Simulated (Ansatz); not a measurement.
F3In (SMILES [F][In]([F])[F]) moved off its minimum; all values from Ansatz (a first-principles code), cores frozen in correlated methods. Elements past Kr take the def2 small-core potentials, without spin–orbit coupling.
(charge 0, multiplicity 1)
```xyz
4

In    -0.00338    -0.15133     0.04321
F     -1.67712    -1.06007    -0.12627
F      0.06951     1.90424    -0.61417
F      1.72307    -0.80564     0.75642
```

Forces at PBE/def2-TZVPP (eV/Å):

```csv
atom,Fx,Fy,Fz
In1,1.262,2.538,-0.468
F2,-0.444,-0.303,-0.028
F3,-0.105,-2.423,0.767
F4,-0.713,0.188,-0.271
```

Task: Give the forces (eV/Å), the total energy and the dipole at CCSD(T)/def2-TZVPPD.

Result: 
```
atom      Fx      Fy      Fz
----  ------  ------  ------
In1    1.374   2.833  -0.530
F2    -0.247  -0.229   0.002
F3    -0.130  -2.856   0.901
F4    -0.997   0.252  -0.374
```
Energy -488.5884 hartree, dipole 1.79 D.
